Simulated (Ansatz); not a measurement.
Basis-set extrapolation for C8H16O, SMILES `CC(C)C(=O)C(C)(C)C` (PBE0-D4/def2-TZVP geometry, frozen core, Ansatz 0.2.0). Multiplicity 1, RHF reference.

|  | def2-TZVPP | def2-QZVPP |
| --- | --- | --- |
| HF | -387.277770 | -387.295487 |
| MP2 correlation | -1.623273 | -1.727438 |
| CCSD(T) correlation | -1.771263 | not run |

Energies in hartree. Use E(X) = E(∞) + A·exp(−7.88·√X) for Hartree–Fock and E(X) = E(∞) + B·X^(−2.97) for correlation, with X = 3 and 4, and add CCSD(T) minus MP2 of the smaller set to the MP2 limit.

Task: What is the CCSD(T) energy at the basis-set limit?

Result: HF limit: -387.295487 + (-0.017717) × 0.13774 = -387.29793. MP2 limit: -1.727438 + (-0.104165) × 0.74074 = -1.80460. Higher-order term: -1.771263 − (-1.623273) = -0.14799. Total: -389.25052 hartree, 126.4 kcal/mol below CCSD(T)/def2-TZVPP.
